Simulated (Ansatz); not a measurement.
`O[SiH](F)CF` + H₂O → `O[SiH](O)CF` + H–F  (formal hydrolysis of the Si–F bond)

Computed with Ansatz on PBE0-D4/def2-TZVP structures; ΔE is electronic, products minus reactants. CCSD(T)/CBS is the MP2 limit (def2-TZVPP, def2-QZVPP) plus CCSD(T) − MP2 in def2-TZVPP, frozen cores. This one scheme is used for every species. Functionals use def2-TZVPP. B3LYP here is the variant with VWN-RPA as its local correlation; programs differ in this. Each species was taken in one conformer, which may not be the lowest.

`O[SiH](F)CF`:

```xyz
9

O     1.149   -0.468    1.350
Si    0.804   -0.169   -0.211
F     1.538    1.155   -0.716
C    -1.052    0.102   -0.398
F    -1.498    0.855    0.693
H     0.657    0.027    2.009
H     1.311   -1.296   -1.018
H    -1.597   -0.848   -0.397
H    -1.313    0.642   -1.313
```

H₂O:

```xyz
3

O     0.110    0.117   -0.354
H     0.234   -0.749    0.039
H    -0.344    0.632    0.316
```

`O[SiH](O)CF`:

Z-matrix (Å, degrees):
```
Si
O 1 1.634
C 1 1.892 2 111.6
O 1 1.640 2 109.6 3 -118.0
H 1 1.480 2 105.5 3 120.5
H 2 0.958 1 117.8 3 76.3
F 3 1.403 1 108.2 2 -163.5
H 3 1.096 1 111.8 2 -45.1
H 3 1.094 1 113.2 2 76.9
H 4 0.960 1 116.1 2 151.6
```

H–F:

```xyz
2

F     0.025   -0.303   -0.345
H    -0.025    0.303    0.345
```

| level | ΔE (kJ/mol) | difference from CCSD(T)/CBS |
| --- | --- | --- |
| PBE-D4 | 43.9 | -0.4 |
| r2SCAN-D4 | 46.2 | 1.9 |
| B3LYP-D4 | 45.9 | 1.6 |
| ωB97M-V | 45.5 | 1.2 |
| B2PLYP | 46.6 | 2.3 |
| PBE | 45.7 | 1.4 |
| r2SCAN | 46.7 | 2.4 |
| B3LYP | 48.7 | 4.4 |
| HF/def2-TZVPP | 50.0 | 5.7 |
| SCS-MP2/def2-TZVPP | 44.3 | 0.0 |
| CCSD/def2-TZVPP | 44.5 | 0.2 |
| CCSD(T)/def2-TZVPP | 43.5 | -0.8 |
| HF/def2-QZVPP | 51.4 | 7.1 |
| MP2/def2-QZVPP | 43.0 | -1.3 |
| HF/CBS(def2) | 51.6 | 7.3 |
| CCSD/CBS(def2) | 45.4 | 1.1 |
| CCSD(T)/CBS | 44.3 | 0 |

Largest T1 diagnostic among the species: 0.012.

In def2-TZVPP, CCSD(T) changes the Hartree–Fock value by −6.5 kJ/mol (the triples alone add −1.0 kJ/mol) and MP2 by −8.0 kJ/mol.

CCSD(T)/CBS has its own doubt, a few kJ/mol and more with outer-core shells, so smaller differences from it don't rank the levels.
